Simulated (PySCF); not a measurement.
Al(Me)(F) (CH3AlF), SMILES [CH3][Al][F], multiplicity 2. Atoms are numbered in the order given.

```xyz
6

Al     0.5631     0.1664     0.0000
C     -0.2907    -1.6040     0.0000
H     -0.9287    -1.6904     0.8853
H     -0.9287    -1.6904    -0.8853
H      0.4298    -2.4227     0.0000
F     -0.4610     1.4738     0.0000
```
Charge 0, spin multiplicity 2.

Coordinates come from a PBE0-D3(BJ)/def2-TZVP optimisation. The multiplicity is an assumed one; other spin states were not compared. The isomer is the one that the SMILES or the coordinates give; other isomers of the formula were not compared.

These are PySCF with PBE0/pcH-1 values and carry that method's errors.

Unrestricted Kohn–Sham, ⟨S²⟩ = 0.752. Hyperfine tensors hold the contact and dipolar terms, without spin-orbit corrections.

Computed hyperfine couplings:
```csv
nucleus,A(iso) (MHz),A(iso) (G),dipolar principal values (MHz)
27Al no. 1,897.1,320.1,"-50.2, -46.6, 96.8"
13C no. 2,139.9,49.9,"-15.9, -15.0, 30.9"
1H no. 3,2.2,0.8,"-7.8, -1.4, 9.2"
1H no. 4,2.2,0.8,"-7.8, -1.4, 9.2"
1H no. 5,-11.7,-4.2,"-8.3, -2.7, 11.0"
19F no. 6,232.6,83.0,"-108.5, -87.2, 195.7"
```

### Question
And the g tensor (effective nuclear charges for spin-orbit coupling, GIAO)? (The exact figures need the calculation; the answer reports its results.)

### Answer
principal values 1.9960, 2.0019, 2.0020; isotropic 1.9999.
